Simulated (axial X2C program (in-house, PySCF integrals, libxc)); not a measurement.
What spin–orbit coupling does to PdH⁻

All values were computed with an in-house all-electron X2C program for linear molecules (integrals from PySCF). Spin-free means the one-electron spin-free X2C Hamiltonian; two-component (2c) means X2C with spin–orbit coupling and atomic mean-field two-electron Coulomb and Gaunt terms, so the difference of the two also holds small scalar two-electron terms. Basis: Pd dyall-acv3z [13s13p9d5f3g], H dyall-av3z [7s3p2d] (cores contracted in-house); Gaussian nuclei, density fitting, unrestricted open shells. Masses: Pd 105.903 u, H 1.008 u.

Spin-free state: M_S = 0, Λ = 0 (closed shell); fragments Pd + H- for PBE0, MP2, CCSD, CCSD(T), B97-3; Pd- + H for HF.

```tsv
level	Re (Å)	ωe (cm⁻¹)	De (eV)	μ (D)
PBE0	1.540	1914.9	2.924	-2.88
HF	1.569	1561.1	n/a	-4.35
MP2	1.537	2121.7	3.149	n/a
CCSD	1.524	1943.1	2.665	n/a
CCSD(T)	1.532	1951.5	2.892	n/a
B97-3	1.544	1857.5	2.700	-2.80
```

Correlated methods: 12 electrons correlated (number of frozen shells: Pd 4 s, 3 p, 1 d; H none), 256 virtual spin orbitals or spinors in MP2, 90 natural virtuals in coupled cluster.

Dipoles are positive if H is the positive end and refer to the centre of mass.

Two-component determinant lowest at the distance of the search:

Ω = 0 (closed shell); fragments Pd + H- for PBE0, MP2, CCSD, CCSD(T), B97-3; Pd- + H for HF.

```json
{"level": "PBE0", "Re (Å)": "1.539", "ωe (cm⁻¹)": "1913.1", "De (eV)": "2.932", "μ (D)": "-2.86"}
{"level": "HF", "Re (Å)": "1.567", "ωe (cm⁻¹)": "1569.6", "De (eV)": "n/a", "μ (D)": "-4.28"}
{"level": "MP2", "Re (Å)": "1.537", "ωe (cm⁻¹)": "2107.1", "De (eV)": "3.151", "μ (D)": "n/a"}
{"level": "CCSD", "Re (Å)": "1.523", "ωe (cm⁻¹)": "1942.2", "De (eV)": "2.671", "μ (D)": "n/a"}
{"level": "CCSD(T)", "Re (Å)": "1.531", "ωe (cm⁻¹)": "1946.0", "De (eV)": "2.897", "μ (D)": "n/a"}
{"level": "B97-3", "Re (Å)": "1.543", "ωe (cm⁻¹)": "1856.8", "De (eV)": "2.708", "μ (D)": "-2.76"}
```

(1) From the two tables, how do the constants change at the CCSD(T) level (2c against spin-free)?

The state is a single determinant with fixed occupations, the lowest that a limited PBE0 search found. The closed shell is kept restricted, so the energy runs too high when the bond is stretched far. De is counted from the lowest determinant-based energies of the atoms at the same level, without counterpoise correction. De is not given where an atomic determinant may have missed its ground term or J level, or where the truncated virtual space spoils (T). CCSD and (T) use frozen natural virtuals with an MP2 correction for the truncation; (T) itself is uncorrected, so its De runs slightly low. The highest occupied level of some functionals is positive through self-interaction error; at Hartree–Fock it is bound. The T1 diagnostic is large, a sign of multireference character.

Results:

(1) At the CCSD(T) level Re drops by 0.001 Å and ωe drops by 5.5 cm⁻¹; De changes by 0.005 eV.
